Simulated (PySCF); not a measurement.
HGa, charge -1, doublet, geometry from GFN2-xTB of the parent state (such geometries of metal compounds can be far from the true shape) (a state made from the parent by changing its charge; the spin is typed, not shown lowest) (a gas-phase anion, which may not be bound at this level); PySCF with HF/3-21G.

The PySCF input:
```python
from pyscf import gto, scf

mol = gto.Mole()
mol.atom = '''
    Ga   -0.00000000   -0.00000000   -0.05952365
    H     0.00000000    0.00000000    1.84523317
'''
mol.basis = '3-21g'
mol.charge = -1
mol.spin = 1
mol.verbose = 4
mol.build()

mf = scf.ROHF(mol)
mf.kernel()
mf.analyze()
```

Q: What does PySCF print? Leave out banner, timings and long lists.

A: 
```
PySCF version 2.14.0

[INPUT] verbose = 4
[INPUT] num. atoms = 2
[INPUT] num. electrons = 33
[INPUT] charge = -1
[INPUT] spin (= nelec alpha-beta = 2S) = 1
[INPUT] symmetry False subgroup None
[INPUT] Mole.unit = angstrom
[INPUT] Symbol           X                Y                Z      unit          X                Y                Z       unit  Magmom
[INPUT]  1 Ga     0.000000000000   0.000000000000  -0.059523650000 AA    0.000000000000   0.000000000000  -0.112483396434 Bohr   0.0
[INPUT]  2 H      0.000000000000   0.000000000000   1.845233170000 AA    0.000000000000   0.000000000000   3.486985327263 Bohr   0.0

nuclear repulsion = 8.61238209847701
number of shells = 12
number of NR pGTOs = 57
number of NR cGTOs = 24
basis = 3-21g
ecp = {}

******** <class 'pyscf.scf.rohf.ROHF'> ********
method = ROHF
initial guess = minao
damping factor = 0
level_shift factor = 0
DIIS = <class 'pyscf.scf.diis.CDIIS'>
diis_start_cycle = 1
diis_space = 8
diis_damp = 0
SCF conv_tol = 1e-09
SCF conv_tol_grad = None
SCF max_cycles = 50
direct_scf = True
direct_scf_tol = 1e-13
num. doubly occ = 16  num. singly occ = 1
Set gradient conv threshold to 3.16228e-05
init E= -1912.33902928491

WARN: HOMO -0.0287176212029655 >= LUMO -0.0287176212029695

cycle= 1 E= -1914.3135166363  delta_E= -1.97  |g|= 0.175  |ddm|= 0.894
  HOMO = 0.160530042461862  LUMO = 0.241963227575174  gap/eV = 2.21591
cycle= 2 E= -1914.33638934027  delta_E= -0.0229  |g|= 0.0291  |ddm|= 0.418
  HOMO = 0.137234309212402  LUMO = 0.223336630750923  gap/eV = 2.34296
cycle= 3 E= -1914.33730555816  delta_E= -0.000916  |g|= 0.00911  |ddm|= 0.0778
  HOMO = 0.13736382660845  LUMO = 0.223254833741416  gap/eV = 2.33721
cycle= 4 E= -1914.33742520743  delta_E= -0.00012  |g|= 0.00108  |ddm|= 0.0381
  HOMO = 0.137564350873392  LUMO = 0.22336765760792  gap/eV = 2.33483
cycle= 5 E= -1914.33742718253  delta_E= -1.98e-06  |g|= 0.000209  |ddm|= 0.00558
  HOMO = 0.137582492306462  LUMO = 0.223380279568721  gap/eV = 2.33468
cycle= 6 E= -1914.33742724675  delta_E= -6.42e-08  |g|= 1.56e-05  |ddm|= 0.00118
  HOMO = 0.137575505525634  LUMO = 0.223374799099276  gap/eV = 2.33472
cycle= 7 E= -1914.33742724703  delta_E= -2.83e-10  |g|= 3.41e-06  |ddm|= 5.43e-05
  HOMO = 0.137575541241322  LUMO = 0.223374892417802  gap/eV = 2.33472
Extra cycle  E= -1914.33742724705  delta_E= -1.23e-11  |g|= 1.25e-06  |ddm|= 9.1e-06
converged SCF energy = -1914.33742724705
**** SCF Summaries ****
Total Energy =                       -1914.337427247046207
Nuclear Repulsion Energy =               8.612382098477012
One-electron Energy =                -2701.038676646418025
Two-electron Energy =                  778.088867300895004
Two-electron Coulomb Energy =          852.129277864672986
DFT Exchange-Correlation Energy =      -74.040410563777982
HOMO-LUMO gap [eV] =                     2.334719265128729
**** MO energy ****
                Roothaan           | alpha              | beta
MO #1   energy= -376.123502887167  | -376.123852709857  | -376.123153064477  occ= 2
MO #2   energy= -47.6570145563447  | -47.6572599964382  | -47.6567691162515  occ= 2
MO #3   energy= -41.9146575198489  | -41.9147834415036  | -41.9145315981943  occ= 2
MO #4   energy= -41.9140338206459  | -41.9151935436825  | -41.9128740976091  occ= 2
MO #5   energy= -41.9139493512974  | -41.9140752896313  | -41.9138234129636  occ= 2
MO #6   energy= -6.06541187501407  | -6.06630678932147  | -6.06451696070674  occ= 2
MO #7   energy= -4.14228866248614  | -4.14260770655527  | -4.14196961841702  occ= 2
MO #8   energy= -4.13784241606212  | -4.14068785181389  | -4.13499698031281  occ= 2
MO #9   energy= -4.13673959057618  | -4.13705842232432  | -4.13642075882804  occ= 2
MO #10  energy= -0.824191996104058 | -0.8246920972557   | -0.823691894952423 occ= 2
MO #11  energy= -0.822772818356001 | -0.82370499897774  | -0.821840637734262 occ= 2
MO #12  energy= -0.821770051023985 | -0.821952980600195 | -0.821587121447772 occ= 2
MO #13  energy= -0.816503297033657 | -0.817435495998737 | -0.815571098054807 occ= 2
MO #14  energy= -0.816271544907748 | -0.817169329895486 | -0.815373759920013 occ= 2
MO #15  energy= -0.253850137833562 | -0.271086775710349 | -0.236613499956778 occ= 2
MO #16  energy= -0.0742861192567066 | -0.0864861862038152 | -0.062086052309604 occ= 2
MO #17  energy= 0.137575541241322  | 0.00923549423101875 | 0.265915292194423  occ= 1
MO #18  energy= 0.223374892417802  | 0.216404412874216  | 0.230345371961395  occ= 0
MO #19  energy= 0.354745040819442  | 0.347058509167111  | 0.36243157247175   occ= 0
MO #20  energy= 0.450724473967473  | 0.440944449548048  | 0.460504498386887  occ= 0
MO #21  energy= 0.542568413015353  | 0.52026869625765   | 0.56486842581897   occ= 0
MO #22  energy= 0.542660408397428  | 0.539129461252661  | 0.546191355542199  occ= 0
MO #23  energy= 0.553669557235689  | 0.549551189557728  | 0.55778792491364   occ= 0
MO #24  energy= 1.56868034617042   | 1.56760794572833   | 1.56975274661249   occ= 0
 ** Mulliken pop on meta-lowdin orthogonal AOs  **
 ** Mulliken pop  **
pop of  0 Ga 1s           2.00000
pop of  0 Ga 2s           1.99999
pop of  0 Ga 3s           1.99975
pop of  0 Ga 4s           1.80225
pop of  0 Ga 5s           0.04284
pop of  0 Ga 2px          2.00000
pop of  0 Ga 2py          2.00000
pop of  0 Ga 2pz          1.99999
pop of  0 Ga 3px          1.99985
pop of  0 Ga 3py          1.99987
pop of  0 Ga 3pz          1.99988
pop of  0 Ga 4px          0.36278
pop of  0 Ga 4py          0.57239
pop of  0 Ga 4pz          0.89178
pop of  0 Ga 5px          0.02527
pop of  0 Ga 5py          0.03985
pop of  0 Ga 5pz          0.01628
pop of  0 Ga 3dxy         1.99999
pop of  0 Ga 3dyz         2.00000
pop of  0 Ga 3dz^2        1.99561
pop of  0 Ga 3dxz         2.00000
pop of  0 Ga 3dx2-y2      2.00000
pop of  1 H 1s            1.24365
pop of  1 H 2s            0.00797
 ** Mulliken atomic charges  **
charge of    0Ga =     -0.74838
charge of    1H =     -0.25162

WARN: System has nonzero charge -1; the dipole moment is origin-dependent.
Location of origin: [0. 0. 0.]

Dipole moment(X, Y, Z, Debye):  0.00000, -0.00000, -0.31944
```
